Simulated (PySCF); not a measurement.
## Assignment exercise: C5H11NSi

Geometry:
```tsv
atom	x (Å)	y (Å)	z (Å)
N1	2.704	0.466	-1.048
C2	2.676	0.026	0.129
Si3	1.035	-0.030	1.082
C4	-0.364	0.608	-0.021
C5	-1.769	0.527	0.608
C6	-2.081	-0.679	-0.286
C7	-0.826	-0.378	-1.113
H8	3.617	0.473	-1.506
H9	3.574	-0.335	0.655
H10	0.815	-1.426	1.492
H11	1.180	0.795	2.291
H12	-0.113	1.596	-0.409
H13	-2.387	1.394	0.376
H14	-1.811	0.348	1.681
H15	-2.013	-1.624	0.251
H16	-3.029	-0.645	-0.821
H17	-1.049	0.115	-2.057
H18	-0.171	-1.224	-1.314
```

- geometry from GFN2-xTB
- NMR shieldings at PBE0/pcSseg-1/GIAO
- run in PySCF
- in vacuum, one conformer, non-relativistic Hamiltonian, fast rotation and ring inversion assumed for equivalent nuclei

References, each an isolated molecule treated in the same way: ¹³C (σref 186.93) and ¹H (σref 31.72) vs TMS.

(1) Assign these signals to the numbered atoms. ¹³C{¹H} NMR (computed): δ 191.0 (CH), 23.6 (CH2), 20.5 (CH2), 13.8 (CH).

(2) Assign these signals to the numbered atoms. ¹H NMR (500 MHz, computed): δ 12.94 (br s, 1H), 9.36 (t, 1H), 4.43 (m, 2H), 2.53 (m, 2H), 2.29 (m, 1H), 2.21 (m, 1H), 1.97 (m, 1H), 1.76 (m, 2H).

Results:

(1) 
| δ (ppm) | atoms | environment | reason |
| --- | --- | --- | --- |
| 191.0 | C2 | C=N carbon | – |
| 23.6 | C5/C7 | sp3 CH2 in a ring | saturated and bonded to C and H only |
| 20.5 | C6 | sp3 CH2 in a ring | – |
| 13.8 | C4 | sp3 CH bonded to Si | – |

(2) 
```tsv
δ (ppm)	atoms	environment	reason
12.94	H8	hydrogen on an imine nitrogen	labile proton, position sensitive to the medium
9.36	H9	hydrogen on a C=N carbon	–
4.43	H10/H11	hydrogen on a silicon bonded to 2 C	–
2.53	H13/H17	hydrogen on an sp3 CH2 in a ring	–
2.29	H12	hydrogen on an sp3 CH bonded to Si	–
2.21	H15	hydrogen on an sp3 CH2 in a ring	–
1.97	H16	hydrogen on an sp3 CH2 in a ring	far from electronegative atoms and π systems
1.76	H14/H18	hydrogen on an sp3 CH2 in a ring	–
```

H12 and H15 lie closer than the usual error of such a calculation, so a measured spectrum could show them in the other order.

OH and NH positions are those of a molecule without intermolecular hydrogen bonds; in solution they move with solvent, concentration and temperature, and exchange usually removes their couplings. Shifts are as computed. Against solution values, carbons near 30 ppm lie about +3 ppm off and those near 130 ppm about +5 ppm. Of 1211 compounds with measured shifts, 218 miss one by over three times the rms of a fit or turn the order of signals round; such compounds aren't used in these exercises. No couplings were computed; multiplicities are counted from neighbouring protons, with m where these are inequivalent, close in shift, in a saturated or five-membered ring or joined by F or P, and br s for small geminal =CH2 splittings.
